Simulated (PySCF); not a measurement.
Record of a relaxation.

C₂H₈BNO.
Bonds: C1–N2, N2–B3, B3–C4, B3–O5. Hydrogens: H6, H7, H8 on C1; H9 on N2; H10, H11, H12 on C4; H13 on O5.

Computed by this run: PBE0-D3(BJ)/def2-SVP geometry optimisation, gas phase (PySCF); density fitting, grid level 1; the optimiser is geomeTRIC in internal coordinates, started from a GFN2-xTB structure with every atom displaced at random (about 0.01 Å). The frame can shift and turn from step to step; on so coarse a grid that alone can change the energy by a few meV, and forces under 0.02 eV/Å are noise.

Step 0: E = -6408.5005 eV, largest atomic force 2.230 eV/Å
```
atom  x, y, z in Å  |  force x, y, z in eV/Å
C1      1.574   -0.983   -0.001   -1.156   1.875  -0.345
N2      0.995    0.365    0.097    0.837  -0.447   0.059
B3     -0.355    0.776    0.050    0.987  -0.317   0.039
C4     -1.500   -0.264   -0.125   -1.397   0.243   0.683
O5     -0.540    2.121    0.174   -1.390   1.029   0.032
H6      0.742   -1.671   -0.120   -0.075  -0.546   0.007
H7      2.226   -1.043   -0.872    0.283  -0.256  -0.341
H8      2.144   -1.210    0.885    0.411  -0.428   0.678
H9      1.702    1.090    0.232   -0.323  -0.126  -0.063
H10    -1.546   -1.004    0.690    0.183  -0.016   0.028
H11    -1.452   -0.818   -1.047    0.194  -0.443  -0.761
H12    -2.501    0.222   -0.119    0.250  -0.089  -0.035
H13    -1.483    2.404    0.147    1.196  -0.481   0.019
```

Step 1: E = -6408.5670 eV, largest atomic force 0.532 eV/Å
```
atom  x, y, z in Å  |  force x, y, z in eV/Å
C1      1.588   -0.860   -0.176    0.127   0.044   0.171
N2      1.013    0.447   -0.030   -0.097  -0.001  -0.121
B3     -0.351    0.777    0.065   -0.206   0.084   0.042
C4     -1.504   -0.321   -0.016    0.072   0.035  -0.092
O5     -0.673    2.112    0.254    0.333  -0.399   0.116
H6      0.791   -1.613   -0.241    0.032  -0.015  -0.016
H7      2.213   -0.956   -1.083   -0.023  -0.005   0.018
H8      2.223   -1.127    0.696   -0.082  -0.021  -0.179
H9      1.678    1.207    0.042    0.041   0.040   0.031
H10    -1.424   -1.067    0.786    0.051  -0.126   0.086
H11    -1.470   -0.873   -0.972    0.026   0.041   0.086
H12    -2.511    0.118    0.059   -0.011   0.042  -0.020
H13    -1.560    2.141    0.613   -0.263   0.280  -0.122
```

Step 2: E = -6408.6107 eV, largest atomic force 0.299 eV/Å
```
atom  x, y, z in Å  |  force x, y, z in eV/Å
C1      1.603   -0.864   -0.189   -0.084   0.035   0.044
N2      0.997    0.425    0.004    0.174   0.084   0.001
B3     -0.363    0.765    0.104   -0.203   0.031  -0.057
C4     -1.515   -0.327    0.010   -0.003   0.013   0.041
O5     -0.653    2.108    0.271    0.043  -0.253   0.154
H6      0.825   -1.633   -0.290   -0.011  -0.022  -0.011
H7      2.226   -0.907   -1.100   -0.011   0.007  -0.013
H8      2.244   -1.160    0.661   -0.010   0.004  -0.013
H9      1.658    1.188    0.098    0.001   0.029  -0.013
H10    -1.441   -1.081    0.812    0.018   0.017  -0.013
H11    -1.467   -0.876   -0.945    0.017   0.002   0.002
H12    -2.522    0.117    0.071    0.000  -0.012   0.005
H13    -1.581    2.229    0.488    0.067   0.064  -0.127
```

Step 3: E = -6408.6155 eV, largest atomic force 0.267 eV/Å
```
atom  x, y, z in Å  |  force x, y, z in eV/Å
C1      1.566   -0.854   -0.194    0.152   0.020  -0.052
N2      1.013    0.449    0.033   -0.101  -0.206   0.038
B3     -0.356    0.758    0.135   -0.023   0.262  -0.050
C4     -1.490   -0.346    0.023   -0.011  -0.014   0.032
O5     -0.638    2.094    0.312   -0.126   0.092   0.065
H6      0.762   -1.594   -0.306    0.018   0.037   0.008
H7      2.174   -0.895   -1.116    0.025  -0.030  -0.018
H8      2.208   -1.197    0.635    0.056  -0.030   0.062
H9      1.678    1.209    0.137   -0.052  -0.086  -0.046
H10    -1.398   -1.110    0.814   -0.014   0.055  -0.027
H11    -1.422   -0.881   -0.937   -0.013  -0.023  -0.035
H12    -2.506    0.077    0.086    0.022  -0.015   0.021
H13    -1.579    2.275    0.372    0.068  -0.061   0.000
```

Step 4: E = -6408.6241 eV, largest atomic force 0.061 eV/Å
```
atom  x, y, z in Å  |  force x, y, z in eV/Å
C1      1.600   -0.862   -0.192   -0.051  -0.006  -0.021
N2      0.997    0.422    0.022    0.037  -0.016   0.021
B3     -0.369    0.754    0.127    0.025  -0.009  -0.015
C4     -1.521   -0.332    0.018    0.014  -0.009  -0.035
O5     -0.633    2.091    0.324    0.021   0.055   0.018
H6      0.824   -1.632   -0.297   -0.010  -0.009   0.003
H7      2.212   -0.892   -1.112    0.000  -0.003   0.000
H8      2.252   -1.171    0.645    0.007   0.003   0.018
H9      1.653    1.189    0.116   -0.007   0.021  -0.009
H10    -1.432   -1.099    0.805    0.003   0.006   0.009
H11    -1.472   -0.864   -0.946   -0.004  -0.010  -0.003
H12    -2.529    0.104    0.096    0.000  -0.004   0.011
H13    -1.571    2.276    0.388   -0.035  -0.020   0.002
```

Step 5: E = -6408.6247 eV, largest atomic force 0.059 eV/Å
```
atom  x, y, z in Å  |  force x, y, z in eV/Å
C1      1.585   -0.864   -0.188   -0.009   0.004   0.001
N2      0.999    0.430    0.018    0.014   0.056   0.009
B3     -0.365    0.768    0.123    0.007  -0.054  -0.004
C4     -1.503   -0.332    0.011   -0.044   0.028  -0.017
O5     -0.640    2.103    0.326    0.028  -0.042   0.006
H6      0.797   -1.624   -0.284    0.005   0.002   0.002
H7      2.194   -0.911   -1.109   -0.002   0.002   0.001
H8      2.235   -1.175    0.650   -0.003   0.004  -0.003
H9      1.662    1.192    0.105    0.016   0.001  -0.002
H10    -1.404   -1.098    0.798    0.002   0.005   0.008
H11    -1.450   -0.864   -0.954   -0.002   0.005   0.006
H12    -2.517    0.091    0.093   -0.012  -0.008   0.004
H13    -1.581    2.269    0.405   -0.001  -0.004  -0.013
```

Step 6: E = -6408.6252 eV, largest atomic force under 0.02 eV/Å
```
atom  x, y, z in Å  |  force x, y, z in eV/Å
C1      1.590   -0.863   -0.188    0.006   0.002   0.001
N2      1.002    0.429    0.019   -0.011  -0.008   0.000
B3     -0.363    0.761    0.123    0.001   0.012   0.001
C4     -1.510   -0.330    0.011    0.005  -0.002  -0.011
O5     -0.636    2.096    0.328   -0.011   0.003   0.009
H6      0.804   -1.625   -0.282   -0.001   0.001   0.002
H7      2.198   -0.909   -1.109   -0.001  -0.001   0.000
H8      2.241   -1.172    0.650    0.000   0.000  -0.001
H9      1.663    1.193    0.106   -0.002  -0.004   0.000
H10    -1.415   -1.097    0.798    0.000   0.002   0.002
H11    -1.462   -0.862   -0.954   -0.001  -0.002   0.003
H12    -2.522    0.099    0.095    0.002   0.001   0.003
H13    -1.578    2.265    0.399    0.012  -0.003  -0.008
```

Step 7: E = -6408.6253 eV, largest atomic force under 0.02 eV/Å
```
atom  x, y, z in Å  |  force x, y, z in eV/Å
C1      1.590   -0.864   -0.187   -0.001  -0.002  -0.002
N2      1.001    0.428    0.020   -0.001   0.000   0.003
B3     -0.364    0.762    0.124    0.005  -0.003  -0.004
C4     -1.511   -0.330    0.011    0.000   0.000  -0.007
O5     -0.635    2.096    0.330    0.002   0.008   0.003
H6      0.804   -1.626   -0.282    0.000  -0.001   0.002
H7      2.197   -0.909   -1.110   -0.001  -0.001   0.000
H8      2.242   -1.173    0.650    0.001   0.000   0.001
H9      1.662    1.192    0.107    0.001   0.000   0.000
H10    -1.415   -1.097    0.797    0.000   0.001   0.002
H11    -1.463   -0.861   -0.954   -0.001  -0.001   0.001
H12    -2.522    0.099    0.096    0.000   0.000   0.002
H13    -1.576    2.268    0.393   -0.004  -0.002  -0.001
```

Problem. Summarise the path.

Solution. The energy falls by 12.04 kJ/mol from step 0 to step 7; nine tenths of that is first reached at step 3. It falls at every step. The largest force goes from 2.230 to under 0.02 eV/Å. Among the bonds C1–N2 changes most, from 1.470 to 1.434 Å; the atoms move by 0.033 Å rms after alignment.

Problem. Follow the three bonds and two angles with the largest change from start to end.

Solution. 
| step | E above end (kJ/mol) | largest force (eV/Å) | C1–N2 (Å) | B3–C4 (Å) | C1–H8 (Å) | H6–C1–H8 (°) | N2–C1–H6 (°) |
| --- | --- | --- | --- | --- | --- | --- | --- |
| 0 | 12.04 | 2.230 | 1.470 | 1.556 | 1.078 | 111.2 | 106.7 |
| 1 | 5.62 | 0.532 | 1.436 | 1.594 | 1.111 | 107.3 | 109.8 |
| 2 | 1.40 | 0.299 | 1.436 | 1.590 | 1.106 | 107.1 | 110.0 |
| 3 | 0.94 | 0.267 | 1.434 | 1.587 | 1.103 | 107.0 | 110.2 |
| 4 | 0.11 | 0.061 | 1.434 | 1.587 | 1.105 | 107.0 | 110.1 |
| 5 | 0.05 | 0.059 | 1.435 | 1.587 | 1.106 | 107.0 | 110.1 |
| 6 | 0.00 | under 0.02 | 1.435 | 1.588 | 1.105 | 107.0 | 110.1 |
| 7 | 0.00 | under 0.02 | 1.434 | 1.587 | 1.105 | 107.0 | 110.1 |

The cost below is that of the whole optimisation. Hardware: one thread of an Arm Neoverse V1, shared host with 32 logical CPUs at a one-minute load of 21. Cost: 31 s wall, 0.45 GiB resident at most.
